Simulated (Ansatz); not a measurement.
`C=CB(C)BCl` + `[SiH3][SiH3]` → `C=CB(C)[SiH3]` + `[SiH3]BCl`  (redistribution)

Calculated with Ansatz (gas phase, PBE0-D4/def2-TZVP geometries, no zero-point term in ΔE). CCSD(T)/CBS is the MP2 limit (def2-TZVPP, def2-QZVPP) plus CCSD(T) − MP2 in def2-TZVPP, frozen cores. This one scheme is used for every species. Functionals use def2-TZVPP. B3LYP here is the variant with VWN-RPA as its local correlation; programs differ in this. Each species was taken in one conformer, which may not be the lowest.

Is it downhill or uphill in electronic energy at CCSD(T)/CBS, and by how much? (An estimate is asked.)

Ansatz gave: Uphill: ΔE = +26.6 kJ/mol.

What do these levels give: r2SCAN-D4, ωB97M-V, B3LYP, MP2/def2-QZVPP, SCS-MP2/def2-QZVPP, CCSD/CBS(def2)? (Best estimate.)

Ansatz gave: r2SCAN-D4 28.7, ωB97M-V 26.6, B3LYP 28.4, MP2/def2-QZVPP 27.3, SCS-MP2/def2-QZVPP 26.8, CCSD/CBS(def2) 27.5 kJ/mol.

Largest T1 diagnostic among the species: 0.014.

In def2-TZVPP, CCSD(T) changes the Hartree–Fock value by −4.0 kJ/mol (the triples alone add −0.9 kJ/mol) and MP2 by −3.2 kJ/mol.
